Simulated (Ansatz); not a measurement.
def2 core potentials replace the inner electrons of Bi.

Cartesian coordinates (Å):
SMILES: [C](F)([Bi]([OH])[OH])(F)F
```xyz
9

O     -1.7300     1.1655    -0.6443
Bi    -0.6689    -0.4940    -1.3227
O     -1.1400    -1.8636     0.1752
C      1.1875     0.2099    -0.0891
F      2.1313    -0.7281     0.0204
F      0.7777     0.5087     1.1620
F      1.7621     1.3078    -0.5869
H     -1.4360     1.4198     0.2412
H     -0.8836    -1.5260     1.0442
```
Charge 0, multiplicity 1.

Task: What is the computed dipole moment, total energy, HOMO, LUMO and HOMO–LUMO gap (CAM-B3LYP-D3(BJ)/def2-TZVP // PBE0-D3(BJ)/def2-SVP (Ansatz, a first-principles code))?

Result: 
```yaml
dipole_moment: 1.84 D
total_energy: -19157.22 eV
HOMO: -9.66 eV
LUMO: -0.68 eV
HOMO–LUMO gap: 8.98 eV
```
